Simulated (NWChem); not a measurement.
C2H6BNO; SMILES C=CB(N)O

```xyz
11

B     -0.0009    -0.4881     0.0013
C     -0.6581     0.9328     0.0050
C      0.0466     2.0718    -0.0037
H     -1.7485     1.0142     0.0144
H     -0.4209     3.0555    -0.0017
H      1.1344     2.0574    -0.0131
O      1.3793    -0.5605     0.0014
H      1.7113    -1.4686    -0.0018
N     -0.8200    -1.6464    -0.0023
H     -0.4787    -2.5978    -0.0057
H     -1.8278    -1.5878    -0.0033
```
Atoms are numbered in this order, from 1.

Computed with NWChem. Pople sets run with spherical d functions. The geometry was optimised at B3LYP/6-31G* (spherical d). GIAO values for the isolated, static molecule; σ is the absolute isotropic shielding, δ = σ(reference) − σ with the isolated reference molecule computed at the same levels (11B: boron trifluoride, 1H: tetramethylsilane, 15N: ammonia, 17O: water).

```
level                δ B1 (ppm)  δ H5 (ppm)  δ H6 (ppm)  δ O7 (ppm)  δ H8 (ppm)  δ N9 (ppm)  δ H10 (ppm)
-------------------  ----------  ----------  ----------  ----------  ----------  ----------  -----------
Hartree-Fock/6-31G*         [?]        6.17         [?]         [?]        2.74         [?]          [?]
PBE/pcSseg-1               13.2        6.12        6.46       102.8        2.78        78.3         2.02
BHandHLYP/pcSseg-1         16.4        6.14        6.50        86.0        2.90        67.7         2.01
```

Task: Some entries are withheld; supply them.

Result: 
- Hartree-Fock/6-31G*, δ B1 (ppm): 17.9
- Hartree-Fock/6-31G*, δ H6 (ppm): 6.64
- Hartree-Fock/6-31G*, δ O7 (ppm): 54.0
- Hartree-Fock/6-31G*, δ N9 (ppm): 45.5
- Hartree-Fock/6-31G*, δ H10 (ppm): 1.43
